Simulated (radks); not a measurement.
Removal energies from the selenium ion Se7+, [Ar] 3d9, by Delta-SCF beside the eigenvalue of the level emptied. Calculated with a radial shooting solver on a logarithmic mesh with Libxc functionals: scalar-relativistic Kohn-Sham, r2SCAN, spin-polarised, spherical densities, finite nucleus; meta-GGA in the generalised Kohn-Sham scheme; Fermi nuclear charge, rms radius of each element as measured or else 0.836 A^(1/3) + 0.57 fm. Open shells are filled with parallel spins first.

| removed from | final configuration | Delta-SCF (eV) | -eigenvalue (eV) |
|---|---|---|---|
| 3d | [Ar] 3d8 | 187.73 | 171.64 |
| 3p | [Ne] 3s2 3p5 3d9 | 291.43 | 275.26 |
| 3s | [Ne] 3s1 3p6 3d9 | 354.43 | 338.14 |
| 2p | [He] 2s2 2p5 3s2 3p6 3d9 | 1591.0 | 1548.5 |
